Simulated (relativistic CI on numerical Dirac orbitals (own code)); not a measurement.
## Fe II: what numerical and physical settings do to a radial Dirac CI calculation

Reference input:

```
atom Fe  Z=26  charge=1  electrons=25
nucleus A=56  rms_radius_fm=3.7377
hamiltonian dirac-coulomb  breit=on  qed=on  c_scale=1
orbitals kli  potential=per-configuration
slater_scale 1
correlation none
mixing on
grid step=0.0125 r_max=100.6
scf mixing=0.4 start=green max_iterations=150 tolerance=2e-08 node_fill=0.05
configurations
  [Ar] 3d6 4s
  [Ar] 3d7
  [Ar] 3d6 4p
  [Ar] 3d5 4s2
  [Ar] 3d6 5s
end
```

Computed lowest total energy -1270.51716 Ha, first excitation 372.5 cm⁻¹, 60 SCF steps. Runs with settings changed; * marks those that are bad on purpose:

```
                                                               Changed    Outcome  Lowest level    ΔE (Ha)  First excitation (cm⁻¹)  SCF steps                                                        Message
node fill of the KLI weights 0.01, SCF tolerance 1e-10, Breit term off  converged   3d⁶4s ⁶D9/2     -0.468                    377.8         70                                                               
                                                        SCF mixing 0.2  converged   3d⁶4s ⁶D9/2  -2.01e-09                    372.5         73                                                               
                                                    iteration limit 20  converged   3d⁶4s ⁶D9/2          0                    372.5         60                                                               
                                                        Breit term off  converged   3d⁶4s ⁶D9/2     -0.467                    382.9         60                                                               
                                  configuration list: extra electron *    refused                                                            0  configuration [Ar] 3d6 5s 6s has 26 electrons, the ion has 25
                                                     Slater scale -1 *  converged   3d⁶4s ²S1/2     -0.202                  25989.8         60
```

With so few configurations and no correlation, terms lie too far apart (by 10 to 50 % near neutrality), their order can be wrong, and levels of other configurations are missing.
